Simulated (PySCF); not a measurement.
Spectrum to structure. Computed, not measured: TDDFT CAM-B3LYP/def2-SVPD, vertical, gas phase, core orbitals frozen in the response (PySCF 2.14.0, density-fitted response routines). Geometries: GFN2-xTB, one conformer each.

```json
{"state": "S1", "E (eV)": "8.03", "f": "0.019", "main configurations (H = HOMO, L = LUMO)": "H→L (81%)"}
{"state": "S2", "E (eV)": "8.44", "f": "0.022", "main configurations (H = HOMO, L = LUMO)": "H-1→L (64%), H-1→L+3 (8%)"}
{"state": "S3", "E (eV)": "8.56", "f": "0.0032", "main configurations (H = HOMO, L = LUMO)": "H→L+2 (55%), H-1→L+1 (12%), H-1→L+2 (9%)"}
{"state": "S4", "E (eV)": "8.67", "f": "0.0056", "main configurations (H = HOMO, L = LUMO)": "H→L+2 (26%), H→L+1 (22%), H-1→L+1 (19%)"}
{"state": "S5", "E (eV)": "8.82", "f": "0.010", "main configurations (H = HOMO, L = LUMO)": "H→L+1 (35%), H-1→L+2 (33%), H→L+3 (11%)"}
{"state": "S6", "E (eV)": "8.92", "f": "0.034", "main configurations (H = HOMO, L = LUMO)": "H-1→L+1 (34%), H→L+4 (25%), H-1→L+2 (16%)"}
{"state": "S7", "E (eV)": "9.11", "f": "0.019", "main configurations (H = HOMO, L = LUMO)": "H→L+3 (54%), H-2→L (15%)"}
{"state": "S8", "E (eV)": "9.19", "f": "0.019", "main configurations (H = HOMO, L = LUMO)": "H→L+4 (43%), H-1→L+1 (11%)"}
```

Orbital energies (eV): HOMO-3 -11.44, HOMO-2 -10.85, HOMO-1 -9.98, HOMO -9.75, LUMO 1.39, LUMO+1 1.72, LUMO+2 1.88.

Question: Which structure fits? All have the formula C4H7FO2.
A. `CO[C@@H](C=O)CF`
B. `CO[C@@H]1C[C@@H](F)O1`
C. `C=COCOCF`

Answer: B. Its S1, at 8.03 eV, is the highest among the candidates; the nearest of the others has S1 at 6.84 eV. S1 is HOMO→LUMO (81%). Löwdin shares by element: HOMO oxygen 57%, carbon 18% or more (atoms not listed hold the other 25%); LUMO carbon 36% or more, hydrogen 18% or more (atoms not listed hold the other 46%). At the same level the other candidates give, for their lowest levels:
- `CO[C@@H](C=O)CF`: 4.27 eV (f 0.000); 6.18 eV (f 0.007); 7.75 eV (f 0.007); 7.77 eV (f 0.001); 7.88 eV (f 0.017); T1 3.67 eV; HOMO -9.38, LUMO -0.14 eV
- `C=COCOCF`: 6.84 eV (f 0.156); 7.09 eV (f 0.285); 7.52 eV (f 0.011); 7.75 eV (f 0.006); 8.21 eV (f 0.007); T1 4.29 eV; HOMO -8.51, LUMO 1.25 eV

Shape of the structure used: `[CH3:1][O:2][C@@H:3]1[CH2:4][C@@H:5]([F:6])[O:7]1`: C1–O2–C3–C4 173°.
Triplets come from the Tamm–Dancoff approximation.

Without π bonds the low states are Rydberg-like; a valence basis with one diffuse set may place them up to an eV too high.
